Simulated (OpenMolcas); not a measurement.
Pt2+ in a ligand field

Pt2+ with 3 ligands (hydroxide) in trigonal planar coordination (C3h) at 1.94 Å. A charge of +0.333 e stands 2.8 Å behind each ligand. Ligand basis ANO-RCC-VDZP.

```
Program             : OpenMolcas 26.06
Method              : SS-CASPT2, IPEA 0.25 Eh, imaginary shift 0.1 Eh (the 27 lowest orbitals frozen, all others correlated)
Basis               : ANO-RCC-VTZP [8s7p5d3f1g]
Scalar Hamiltonian  : DKH2, point nucleus
Active space        : 8 electrons in 5 orbitals (5d)
State averaging     : 2S+1 = 3 even, 10 roots; 2S+1 = 1 even, 15 roots
Spin-orbit coupling : RASSI with atomic mean-field integrals over the reference wave functions
```

The lowest spin-free states, above the lowest:

```
   State  Degeneracy  E (cm-1)
2S+1 = 3           1         0
2S+1 = 1           2      3150
2S+1 = 1           1      5150
2S+1 = 3           1      6080
2S+1 = 3           1      6100
2S+1 = 3           2      8220
2S+1 = 1           2     10760
2S+1 = 1           1     13690
2S+1 = 1           1     14610
2S+1 = 3           2     15530
2S+1 = 1           2     18340
2S+1 = 3           1     20430
2S+1 = 1           2     26390
2S+1 = 3           2     31520
2S+1 = 1           1     34090
2S+1 = 1           2     38140
2S+1 = 1           1     52990
```

The lowest levels with spin-orbit coupling:

```tsv
E (cm-1)	Degeneracy	2S+1	g
0	1	3 (75 %)	
2340	2	3	0.00 0.00 3.04
2560	2	3 (65 %)	0.00 0.00 6.75
8520	1	3 (60 %)	
8800	1	3	
8870	1	3	
9220	2	3	0.00 0.00 4.10
10960	2	1 (65 %)	0.00 0.00 5.51
11410	2	3 (77 %)	0.00 0.00 1.57
13270	2	3 (81 %)	0.00 0.00 0.72
14530	1	3	
14530	2	3 (53 %)	0.00 0.00 0.63
16480	1	3 (62 %)	
16800	1	3 (69 %)	
18140	1	3 (62 %)	
20480	2	3 (69 %)	0.00 0.00 2.83
21350	1	1 (55 %)	
21900	1	1 (63 %)	
24650	2	3	0.00 0.00 1.24
25800	2	3 (68 %)	0.00 0.00 2.50
```

Electric-dipole absorption from the lowest level at this geometry, strongest bands:

| E (cm-1) | λ (nm) | f |
| --- | --- | --- |
| 2560 | 3900 | 4.37e-05 |
| 8800 | 1140 | 1.38e-06 |
| 8870 | 1130 | 7.70e-04 |
| 9220 | 1080 | 3.40e-04 |
| 10960 | 912 | 8.51e-04 |
| 13270 | 753 | 1.38e-04 |
| 16800 | 595 | 1.53e-04 |
| 20480 | 488 | 1.29e-03 |
| 21900 | 457 | 2.52e-04 |
| 25800 | 388 | 1.48e-04 |
| 30530 | 328 | 5.81e-04 |
| 38440 | 260 | 6.72e-05 |

Powder χT (cm3 K/mol): 0.00177 at 2 K, 0.00885 at 10 K, 0.0442 at 50 K, 0.0885 at 100 K, 0.177 at 200 K, 0.265 at 300 K. The effective moment at 300 K is 2.828 √(χT) = 1.46 μB.

Roots that are degenerate in the reference are averaged as groups; the widest CASPT2 spread within a group is 56 cm-1 (the 2-fold group of multiplicity 1 near 3150 cm-1 above the lowest state of its run). Shifts and gaps below about the spread of the groups concerned are not significant. Over all roots computed the reference weight is 0.73 to 0.75; a low but even weight reflects the number of correlated electrons. Real 4d8 and 5d8 ions are as a rule square planar and diamagnetic. The least metal-like active orbital is 76 % on the metal (Löwdin) and no ligand orbital is active, so the numbers are rough. Ligand-to-metal charge-transfer states are missing. With no ligand orbital active B as a rule stays too high, so bands that hang on it stand too high and its fall with covalency is understated. No measured value stands beside these numbers; the geometry is a model, was not optimised and need not be the one that this ion takes.

With an even number of electrons the g values are those of a degenerate or nearly degenerate non-Kramers pair.
